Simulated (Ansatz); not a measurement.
`Cl[SiH2][SnH3]` + `[AlH2][SH]` → `[AlH2][S][SnH3]` + `[SiH3]Cl`  (cleavage of the Sn–Si bond)

Calculated with Ansatz (gas phase, PBE0-D4/def2-TZVP geometries, no zero-point term in ΔE). CCSD(T)/CBS adds triple-zeta CCSD(T) − MP2 to the extrapolated MP2 energy (def2 sets, frozen cores). This one scheme is used for every species. DFT in def2-TZVPP. Elements past krypton have def2 core potentials. For Sn outer-core shells are correlated without core-valence functions, which leaves a few kJ/mol of doubt a bond.

```tsv
level	ΔE (kcal/mol)
LDA (SPW92)	-6.6
r2SCAN0-D4	-10.1
BHLYP-D4	-11.3
B2PLYP	-10.5
revPBE	-7.7
r2SCAN	-9.9
r2SCAN0	-10.1
SCS-MP2/def2-QZVPP	-12.6
```

Problem. What does CCSD(T)/CBS give? (Best estimate.)

Solution. The calculation gave: -11.1 kcal/mol. The listed levels differ from it by 4.5, 1.0, -0.2, 0.6, 3.4, 1.2, 1.0, -1.5 kcal/mol.

Largest T1 diagnostic among the species: 0.013.

From PBE to PBE0 (25 % exact exchange), in def2-TZVPP and without D4, ΔE moves by −1.0 kcal/mol. At CCSD(T), def2-SVP lies +0.8 kcal/mol from the extrapolated value and def2-TZVPP +0.6 kcal/mol. In def2-TZVPP, CCSD(T) changes the Hartree–Fock value by +2.7 kcal/mol (the triples alone add −0.1 kcal/mol) and MP2 by +1.3 kcal/mol.
